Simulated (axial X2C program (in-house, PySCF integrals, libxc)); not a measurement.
**CuGe: from the spin-free to the two-component result**

Computed with an in-house relativistic program for diatomic molecules. Spin-free means the one-electron spin-free X2C Hamiltonian; two-component (2c) means X2C with spin–orbit coupling and atomic mean-field two-electron Coulomb and Gaunt terms, so the difference of the two also holds small scalar two-electron terms. Basis: Ge dyall-cv3z [9s9p7d4f1g], Cu dyall-cv3z [9s9p6d3f2g] (cores contracted in-house); Gaussian nuclei, density fitting, unrestricted open shells. Masses: Ge 73.921 u, Cu 62.930 u.

Spin-free state: M_S = 1/2, Λ = 1 (beyond evenly filled blocks: π+α); fragments Ge + Cu.

```
  level  Re (Å)  ωe (cm⁻¹)  De (eV)  μ (D)
   PBE0   2.267      256.6    2.042   1.15
     HF   2.474      172.0      n/a   2.53
   CCSD   2.291      246.6    1.884    n/a
CCSD(T)   2.257      262.3      n/a    n/a
    M06   2.285      253.1    2.359  -0.08
```

Correlated methods: 15 electrons correlated (number of frozen shells: Ge 3 s, 2 p, 1 d; Cu 3 s, 2 p), 285 virtual spin orbitals or spinors in MP2, 90 natural virtuals in coupled cluster.

Dipoles are positive if Cu is the positive end.

Task: Within this multiplet, which Ω should lie lowest by the rule for regular and inverted multiplets?

Result: The open π shell holds one electron, so the multiplet is regular: Ω = Λ − 1/2 = 1/2. The PBE0 2c search agrees.

Two-component determinant lowest at the distance of the search:

Ω = 1/2 (⟨Sz⟩ = -0.50, ⟨Lz⟩ = 1.00 at HF); fragments Ge + Cu.

```csv
level,Re (Å),ωe (cm⁻¹),μ (D)
PBE0,2.269,255.9,1.13
HF,2.477,170.0,2.46
CCSD,2.292,246.6,n/a
CCSD(T),2.258,262.1,n/a
M06,2.286,252.3,-0.10
```

Task: From the two tables, how do the constants change at the CCSD(T) level (2c against spin-free)?

Result: At the CCSD(T) level Re goes up by 0.001 Å and ωe stays the same within 0.2 cm⁻¹.

Occupations by symmetry block were frozen at the best pattern of an incomplete PBE0 search. De is counted from the lowest determinant-based energies of the atoms at the same level, without counterpoise correction. De is not given where an atomic determinant may have missed its ground term or J level, or where the truncated virtual space spoils (T). Density functionals use the spin component along the axis (collinear). Coupled cluster ran in a truncated set of natural virtual spinors; the MP2 energy of the rest was added. (T) has no such correction and the atoms are truncated less, which lowers De at CCSD(T) by a hundredth of an eV or more. Without a current term, density functionals place determinants with orbital angular momentum somewhat too high. The determinant is spin-polarised beyond a pure state at some levels (its spin-free form has ⟨S²⟩ too high), which makes Re and μ there less reliable. The stretched end of a curve changes character and is left out. With the outer-core shells frozen, correlated bond lengths of heavy atoms tend to come out a few hundredths of an ångström too long.
